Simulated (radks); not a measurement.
Values are calculated unless marked as measured or tabulated.
Pt4+, configuration [Kr] 4d10 4f14 5s2 5p5.5 5d6 6s0.5 (fractional occupations, a model configuration). Code: a radial shooting solver on a logarithmic mesh with Libxc functionals. Model: scalar-relativistic Kohn-Sham, PBEsol, spin-unpolarised, spherical densities, finite nucleus; Fermi nuclear charge, rms radius 5.427 fm.

Unscreened Slater integrals over Kohn-Sham orbitals (cm^-1).

F0(6s,6s): 90501
F0(6s,5d): 104730
G2(6s,5d): 24423
F0(6s,5p): 109950
G1(6s,5p): 9878.7
F0(6s,4f): 118380
G3(6s,4f): 4264.0
F0(5d,5d): 140480
F2(5d,5d): 74262
F4(5d,5d): 49723
F0(5d,5p): 157060
F2(5d,5p): 79481
G1(5d,5p): 96308
G3(5d,5p): 60013
F0(5d,4f): 179600
F2(5d,4f): 44036
F4(5d,4f): 20861
G1(5d,4f): 14647
G3(5d,4f): 13891
G5(5d,4f): 11143
F0(5p,5p): 183060
F2(5p,5p): 99016
F0(5p,4f): 224800
F2(5p,4f): 70720
G2(5p,4f): 27307
G4(5p,4f): 23071
F0(4f,4f): 390570
F2(4f,4f): 193360
F4(4f,4f): 122980
F6(4f,4f): 88967

Derived for the open shells (J is the average intra-shell exchange parameter used in DFT+U). 5p: J = F2/5 = 19800 cm^-1. 5d: Racah B = F2/49 - 5 F4/441 = 951.8 cm^-1, C = 35 F4/441 = 3946 cm^-1, C/B = 4.15, F4/F2 = 0.670, J = (F2 + F4)/14 = 8856 cm^-1.
